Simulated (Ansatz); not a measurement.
Relaxation of ClFH3Sn (6 atoms, charge 0, multiplicity 2), to a largest force component of 0.03 eV/Å in at most 50 steps.

Method: UHF/def2-SVP in Ansatz.

```xyz
6
Properties=species:S:1:pos:R:3
Sn 0.391 0.000 -0.037
H 0.118 -0.001 2.900
Cl 1.960 0.002 -1.836
H -0.535 1.425 -0.233
H -0.535 -1.426 -0.227
F -0.766 0.000 2.671
```

Q: Where does it end, and by what steps?

A: The forces met the threshold. The force dipped under the threshold on the way, but the program's further checks kept it going. After 13 steps the energy has fallen by 0.111 eV; H2 moved furthest, 0.83 Å.

| step | energy less start (eV) | largest force component (eV/Å) | accepted |
| --- | --- | --- | --- |
| 0 | 0.0000 | 0.720 | yes |
| 1 | -0.0287 | 1.429 | yes |
| 2 | -0.0648 | 0.436 | yes |
| 3 | -0.0863 | 0.152 | yes |
| 4 | -0.1010 | 0.136 | yes |
| 5 | -0.0049 | 3.121 | no |
| 6 | -0.1067 | 0.084 | yes |
| 7 | -0.0996 | 1.065 | no |
| 8 | -0.1087 | 0.050 | yes |
| 9 | -0.1099 | 0.025 | yes |
| 10 | -0.1069 | 0.479 | no |
| 11 | -0.1102 | 0.111 | yes |
| 12 | -0.1104 | 0.083 | yes |
| 13 | -0.1105 | 0.024 | yes |

```xyz
6
Properties=species:S:1:pos:R:3
Sn 0.633 0.000 -0.211
H -0.419 -0.004 3.527
Cl 1.692 0.001 -2.350
H -0.318 1.424 -0.190
H -0.315 -1.425 -0.187
F -0.639 0.004 2.651
```

Whether the end is a true minimum wasn't checked by a vibrational analysis.

The run took 26 s on 1 thread of Arm Neoverse V1, with other jobs on the host, peak memory 0.17 GiB.
